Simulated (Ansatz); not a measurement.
Computed with Ansatz on PBE0-D4/def2-TZVP structures; ΔE is electronic, products minus reactants. CCSD(T)/CBS is the MP2 limit (def2-TZVPP, def2-QZVPP) plus CCSD(T) − MP2 in def2-TZVPP, frozen cores. This one scheme is used for every species. DFT in def2-TZVPP. One conformer a species, not always the lowest.

Reaction (hydrogenolysis of a C–S bond): `OBNCS` + H₂ → `CNBO` + H₂S

`OBNCS`:

```xyz
11

O     1.465   -1.115    0.845
B     0.858   -1.167   -0.371
N    -0.060   -0.188   -0.825
C    -0.391    1.059   -0.205
S    -0.949    0.950    1.534
H     1.073   -0.452    1.429
H     1.109   -2.086   -1.097
H    -0.507   -0.338   -1.712
H     0.471    1.733   -0.138
H    -1.159    1.569   -0.785
H    -1.911    0.036    1.326
```

H₂:

Cartesian coordinates in Å:
```
H 0.218 -0.300 -0.043
H -0.218 0.300 0.043
```

`CNBO`:

Cartesian coordinates in Å:
```
C 1.083 0.349 0.953
N 0.038 -0.411 0.318
B -0.721 -0.012 -0.783
O -1.684 -0.865 -1.264
H 2.047 -0.170 0.918
H 1.198 1.301 0.434
H 0.854 0.566 2.002
H -0.146 -1.315 0.727
H -0.521 1.061 -1.288
H -2.148 -0.503 -2.018
```

H₂S:

Cartesian coordinates in Å:
```
S -0.481 0.119 0.372
H 0.435 -0.860 0.322
H 0.046 0.740 -0.694
```

```tsv
level	ΔE (kJ/mol)	difference from CCSD(T)/CBS
ωB97X-V	-70.5	-1.1
PBE	-68.0	1.4
r2SCAN	-67.8	1.6
PBE0	-74.5	-5.1
HF/def2-TZVPP	-100.9	-31.5
MP2/def2-TZVPP	-65.8	3.6
CCSD/def2-TZVPP	-79.7	-10.3
HF/CBS(def2)	-101.5	-32.1
MP2/CBS(def2)	-63.1	6.3
CCSD/CBS(def2)	-77.0	-7.6
CCSD(T)/CBS	-69.4	0
```

Largest T1 diagnostic among the species: 0.012.

The D4 term adds +13.4 kJ/mol with B3LYP and +7.1 kJ/mol with PBE0; it sums over pairs of atoms, weighted by their polarisabilities, and B3LYP, whose exchange is more repulsive, gets the larger term. From PBE to PBE0 (25 % exact exchange), in def2-TZVPP and without D4, ΔE moves by −6.4 kJ/mol.

B3LYP here is the variant with VWN-RPA as its local correlation; programs differ in this.
